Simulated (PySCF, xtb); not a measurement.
C3H10NSi, SMILES CC(C)[N][SiH3] (connectivity only; charge and spin as stated), charge -1, multiplicity 1.

GFN2-xTB (xtb 6.7.1) at its own geometry gives an orbital gap of 5.31 eV.

Geometry: PBE0-D3(BJ)/def2-SVPD. The multiplicity is an assumed one; other spin states were not compared. The isomer is the one that the SMILES or the coordinates give; other isomers of the formula were not compared. The values are those of a single conformer.

### Question
What does ωB97X/def2-SVPD (PySCF) give? (The exact figures need the calculation; the answer reports its results.)

### Answer
gap 8.64 eV (levels -2.58 and 6.06 eV).
